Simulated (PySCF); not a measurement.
Isomers of CH3NO. All species are isolated molecules in the gas phase. One relaxed conformer stands for each flexible species; it need not be the lowest. Strings in code marks are SMILES.

Quantity: vertical ionisation energy (energy after one electron is removed minus that of the parent at the parent's geometry), in eV.

Level 1: CAM-B3LYP-D3(BJ)/def2-TZVP (PySCF)
Level 2: PBE-D3(BJ)/def2-TZVP // CAM-B3LYP-D3(BJ)/def2-TZVP (PySCF)
Level 3: minus the HOMO energy of HF/3-21G // CAM-B3LYP-D3(BJ)/def2-TZVP (PySCF)
Level 4: minus the HOMO energy of PBE-D3(BJ)/def2-TZVP // CAM-B3LYP-D3(BJ)/def2-TZVP (PySCF)

```json
[
 {"species": "`NC=O`", "level 1": "10.32", "level 2": "10.19", "level 3": "10.95", "level 4": "5.94"},
 {"species": "`[H]/N=C/O` (N–C–O–H torsion 0°)", "level 1": "10.94", "level 2": "10.79", "level 3": "11.07", "level 4": "6.66"}
]
```
